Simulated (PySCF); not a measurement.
# Electric field gradients and quadrupole coupling constants

C5H9NOSi.
SMILES with atom numbers: `[N:1]#[C:2][C@@H:3]1[CH2:4][SiH2:5][CH2:6][CH2:7][O:8]1` (hydrogens: H9 on C3; H10, H11 on C4; H12, H13 on Si5; H14, H15 on C6; H16, H17 on C7)

Geometry (GFN2-xTB, Å), atoms numbered from 1 in this order:
```xyz
17
C5H9NOSi angstrom
N      3.3228    1.9001   -0.2077
C      2.2894    1.4518   -0.0174
C      1.0034    0.8261    0.2394
C      1.2020   -0.6968    0.3159
Si    -0.4948   -1.5334    0.5473
C     -1.6097   -0.5169   -0.6123
C     -1.2416    0.9652   -0.5159
O      0.1157    1.2275   -0.7839
H      0.6389    1.2007    1.2150
H      1.6705   -1.0260   -0.6133
H      1.8954   -0.9218    1.1262
H     -0.4374   -2.9440    0.1679
H     -0.9292   -1.3545    1.9399
H     -2.6677   -0.6277   -0.3786
H     -1.4726   -0.8378   -1.6457
H     -1.7842    1.5468   -1.2671
H     -1.5078    1.3528    0.4803
```

Field gradients from the PBE0/pcSseg-1 density (PySCF, non-relativistic), principal values in atomic units, ordered |Vxx| ≤ |Vyy| ≤ |Vzz|:

```json
{"atom": "N1", "Vxx": "0.4229", "Vyy": "0.5643", "Vzz": "-0.9872"}
{"atom": "O8", "Vxx": "-0.0335", "Vyy": "-2.0146", "Vzz": "2.0480"}
```

Find the asymmetry η = (Vxx − Vyy)/Vzz and the couplings χ = eQV/h (234.96 MHz × Q in barn × V in au), with Q(14N) = 0.02044 b, Q(17O) = −0.0256 b.

| atom | environment | nucleus | η | χzz (MHz) | χxx (MHz) | χyy (MHz) |
| --- | --- | --- | --- | --- | --- | --- |
| N1 | nitrile nitrogen | 14N | 0.14 | -4.741 | 2.031 | 2.710 |
| O8 | cyclic ether oxygen | 17O | 0.97 | -12.32 | 0.20 | 12.12 |

At O8 η is above 0.9: Vyy and Vzz are nearly equal in size and opposite in sign, so a small change could swap them and flip the sign of χzz. 

What is Vzz at N1 in SI units (1 au = 9.71736 × 10²¹ V/m²)?

-0.9872 au = -9.593 × 10²¹ V/m².

What couplings would deuterons (Q(2H) = 0.00286 b) have in place of the hydrogens, at this geometry?

```
atom  bonded to  bond length (Å)  Vzz (au)     η  χzz (kHz)
  H9         C3            1.107    0.2649  0.06        178
 H10         C4            1.091    0.3066  0.04        206
 H11         C4            1.090    0.3112  0.05        209
 H12        Si5            1.462    0.1635  0.00        110
 H13        Si5            1.470    0.1585  0.01        107
 H14         C6            1.089    0.3160  0.04        212
 H15         C6            1.091    0.3109  0.02        209
 H16         C7            1.094    0.2923  0.06        196
 H17         C7            1.102    0.2785  0.08        187
```

One conformer (not necessarily the lowest) at the GFN2-xTB geometry, without solvent, vibrations or thermal averaging. GFN2-xTB bond lengths can be off by several hundredths of an ångström, more for odd bonds, and the gradients follow them. With so small a basis the couplings can be 20 % off.
